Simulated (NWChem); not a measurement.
## Lowest excitation of I₂Sn

```
Sn
I 1 2.7450
I 1 2.7450 2 100.87
```
Charge 0, spin multiplicity 1.

Everything below was run with NWChem. All single points use one geometry, from PBE0/def2-SVP with def2 effective core potentials on Sn, I, a minimum by its harmonic frequencies.

Basis set: def2-SVP. The methods don't all put a state of the same symmetry lowest.

```json
[
 {"method": "EOM-CCSD", "lowest vertical singlet excitation energy (eV)": "2.91", "relative cost": "under 3", "difference from EOM-CCSD": "0.00"},
 {"method": "TD-LDA (SVWN5)", "lowest vertical singlet excitation energy (eV)": "2.33", "relative cost": "1", "difference from EOM-CCSD": "-0.58"},
 {"method": "TD-PBE", "lowest vertical singlet excitation energy (eV)": "2.39", "relative cost": "under 3", "difference from EOM-CCSD": "-0.52"},
 {"method": "TD-B3LYP", "lowest vertical singlet excitation energy (eV)": "2.64", "relative cost": "under 3", "difference from EOM-CCSD": "-0.27"},
 {"method": "CIS", "lowest vertical singlet excitation energy (eV)": "3.25", "relative cost": "under 3", "difference from EOM-CCSD": "+0.34"}
]
```

The values span 0.92 eV, from TD-LDA (SVWN5) (lowest) to CIS (highest). Relative cost: rough, from shared machines, SCF included, TD-LDA (SVWN5) = 1.

Effective core potentials replace the inner electrons of Sn, I; spin-orbit coupling is left out. The correlated methods keep 12 core orbitals frozen. B3LYP has NWChem's definition, with VWN1-RPA local correlation. The structure started from a generated list of species. Differences from the coupled-cluster row are differences between methods, not errors against experiment.
